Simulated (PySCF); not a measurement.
**Ionisation energy of Al⁺ by level of theory**

Al⁺ [Ne] 3s2 (1S) → Al²⁺ [Ne] 3s1 (2S), as a difference of total energies. Calculation: PySCF 2.14, in ANO-RCC-VTZP; the spin-free X2C one-electron Hamiltonian (Gaussian nucleus). Correlated levels: valence: [Ne] frozen. The calculations carry no spin-orbit coupling.

```json
{"method": "UHF", "ionisation energy (eV)": "17.553", "error (eV)": "-1.276"}
{"method": "MP2 (valence)", "ionisation energy (eV)": "18.274", "error (eV)": "-0.555"}
{"method": "SCS-MP2 (valence)", "ionisation energy (eV)": "18.418", "error (eV)": "-0.411"}
{"method": "CCSD (valence)", "ionisation energy (eV)": "18.621", "error (eV)": "-0.208"}
```

Reference: 18.829 eV (measured; NIST Atomic Spectra Database, ionization energies).

Errors of the correlated levels include the incompleteness of this basis and the frozen core.

With two correlated electrons CCSD is exact in that space.
